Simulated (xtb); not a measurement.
CH₃Cd, SMILES [CH3][Cd+], charge +1. All values are semi-empirical tight-binding results from xtb (GFN2-xTB unless named), good for trends rather than for accurate numbers. Geometry optimised at GFN2-xTB. The spin state was assumed, not searched. The isomer is the one that the SMILES or the coordinates give; other isomers of the formula were not compared.

For metal compounds this method's bond lengths and energies can be far off.

point group as xtb finds it: C3v
orbital gap: 4.11 eV
zero-point energy: 20.5 kcal/mol
G − E(el) at 298.15 K (modified RRHO): 5.1 kcal/mol
